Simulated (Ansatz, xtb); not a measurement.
H5InSi2Zn: which of two structures lies lower

We compare I, a singlet given by its coordinates, with II, a singlet given by its coordinates. Both are isolated molecules in the gas phase, relaxed with B3LYP-D3(BJ)/def2-SVP.

I (Å):

```yaml
atoms:
  - { symbol: In, position_ang: [-1.6414, 3.0374, -1.4282] }
  - { symbol: Si, position_ang: [-1.2225, -0.3937, 0.4470] }
  - { symbol: Si, position_ang: [-2.9201, 1.2321, 0.1959] }
  - { symbol: Zn, position_ang: [0.0800, 1.0882, -0.9938] }
  - { symbol: H, position_ang: [-1.6202, -1.7250, -0.1029] }
  - { symbol: H, position_ang: [-0.7824, -0.5456, 1.8668] }
  - { symbol: H, position_ang: [-4.1346, 0.6623, -0.4672] }
  - { symbol: H, position_ang: [-3.2947, 1.8445, 1.5089] }
  - { symbol: H, position_ang: [-2.3070, 4.5392, -2.0442] }
```

Close contacts (Å): In1–Si3 2.74, In1–Zn4 2.64, Si2–Si3 2.36, Si2–Zn4 2.44, In1–H9 1.75, Si2–H5 1.49, Si2–H6 1.49, Si3–H7 1.50, Si3–H8 1.50.

II (Å):

```tsv
atom	x (Å)	y (Å)	z (Å)
In	1.4361	2.3039	-0.0330
Si	-2.7900	1.1528	-0.5344
Si	-0.7492	0.5266	0.4598
Zn	-0.0716	1.8197	-2.6835
H	-2.7309	0.8030	-1.9942
H	-4.0357	0.5422	0.0291
H	-2.9637	2.6412	-0.4842
H	-0.5207	-0.8813	-0.0264
H	-1.0392	0.3916	1.9319
```

Close contacts (Å): In1–Si3 2.86, In1–Zn4 3.09, Si2–Si3 2.35, Si2–H5 1.50, Si2–H6 1.50, Si2–H7 1.50, Si3–H8 1.51, Si3–H9 1.51.

Problem. Estimate which is lower in electronic energy at CCSD(T)/def2-SVP + ΔMP2/def2-TZVPP, and by roughly how much.

Solution. The CCSD(T)/def2-SVP + ΔMP2/def2-TZVPP calculation puts structure II lower, by 23.9 kcal/mol.

The same difference at several levels:

```json
{"level": "B3LYP-D3(BJ)/def2-SVP", "geometry": "B3LYP-D3(BJ)/def2-SVP", "E(II) − E(I) (kcal/mol)": "−25.6", "departure from the last row (kcal/mol)": "−1.7", "job, with rough time for the two": "optimisation, 72 s"}
{"level": "HF/def2-SVP", "geometry": "B3LYP-D3(BJ)/def2-SVP", "E(II) − E(I) (kcal/mol)": "−22.3", "departure from the last row (kcal/mol)": "+1.7", "job, with rough time for the two": "part of the CCSD(T) run"}
{"level": "MP2/def2-SVP", "geometry": "B3LYP-D3(BJ)/def2-SVP", "E(II) − E(I) (kcal/mol)": "−14.9", "departure from the last row (kcal/mol)": "+9.1", "job, with rough time for the two": "part of the CCSD(T) run"}
{"level": "CCSD(T)/def2-SVP", "geometry": "B3LYP-D3(BJ)/def2-SVP", "E(II) − E(I) (kcal/mol)": "−19.2", "departure from the last row (kcal/mol)": "+4.8", "job, with rough time for the two": "single point"}
{"level": "CCSD(T)/def2-SVP + ΔMP2/def2-TZVPP", "geometry": "B3LYP-D3(BJ)/def2-SVP", "E(II) − E(I) (kcal/mol)": "−23.9", "departure from the last row (kcal/mol)": "", "job, with rough time for the two": "single point, 41 s"}
```

The levels shown agree on the order. The largest departure from CCSD(T)/def2-SVP + ΔMP2/def2-TZVPP is that of MP2/def2-SVP, 9.1 kcal/mol. Levels run at GFN2-xTB geometries aren't shown. The last row adds to CCSD(T) the change of the MP2 difference between the two basis sets, here −4.8 kcal/mol, a large step that makes the value less sure.

With harmonic frequencies from B3LYP-D3(BJ)/def2-SVP (ideal gas, rigid rotor, one conformer each, 400 K, 1 atm): on the last row, ΔE + ΔZPE = −22.5 kcal/mol. A mode under 50 cm⁻¹ makes harmonic enthalpies and free energies unreliable, so none is given.

The correlated steps freeze 19 core orbitals; the filled d shell of In is correlated; the last core shell of Zn is correlated, in a basis made for valence electrons. Atoms past krypton carry core potentials in the def2 sets and no spin–orbit term is included. Run with Ansatz 0.2.0; the last row on 2 threads of Intel(R) Xeon(R) 6975P-C (Granite Rapids) on a shared host.
